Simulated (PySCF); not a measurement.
Electronic structure of V²⁺ (vanadium, charge +2) at the UHF level

Configuration: [Ar] 3d2 4s1, 4s spin antiparallel (an excited configuration). Calculation: PySCF 2.14, in aug-cc-pVTZ (8s7p5d3f2g, 93 functions); no relativity, point nucleus.

| Property | Result |
| --- | --- |
| Total energy | -941.971028 hartree |
| One-electron energy | -1275.2000 hartree |
| Hartree (Coulomb) energy | 376.8700 hartree |
| Exchange energy | -43.6410 hartree |
| Kinetic energy | 942.07546 hartree |
| ⟨S²⟩ | 1.7529 |
| ⟨L²⟩ | 12.035 |
| Sum of ⟨r⟩ | 15.46 bohr |
| Sum of ⟨r²⟩ | 22.17 bohr² |
| Density at the nucleus (Gaussians lack the cusp) | 8120 bohr⁻³ |
| Spin density at the nucleus | -4.66 bohr⁻³ |
| Langevin diamagnetic susceptibility | -17.6 ×10⁻⁶ cm³/mol |

```tsv
shell	electrons	mean orbital energy (eV)	rms radius, mean of both spins (bohr)
1s β	1	-5507.2	0.0776
1s α	1	-5507.1	0.0776
2s α	1	-675.03	0.335
2s β	1	-673.89	0.335
2p α	3	-570.19	0.304
2p β	3	-568.92	0.304
3s α	1	-111.92	1.01
3s β	1	-108.15	1.01
3p α	3	-80.414	1.09
3p β	3	-75.395	1.09
3d α	2	-37.042	1.30
4s β	1	-22.516	2.98
```

With the s spin flipped the determinant is a mixture of two multiplicities, not a spectroscopic state.

Spin-orbit constants ζ (cm⁻¹) from the X2C one-electron operator on these orbitals (non-relativistic here): bare nucleus, nucleus screened by l(l+1)(2l+1)/3 electrons, and screened by the Breit-Pauli mean field of the electrons.

| shell | bare | screened nucleus | mean field |
| --- | --- | --- | --- |
| 2p | 39510 | 36080 | 34480 |
| 3p | 4586 | 4187 | 3972 |
| 3d | 425.7 | 240.6 | 213.3 |
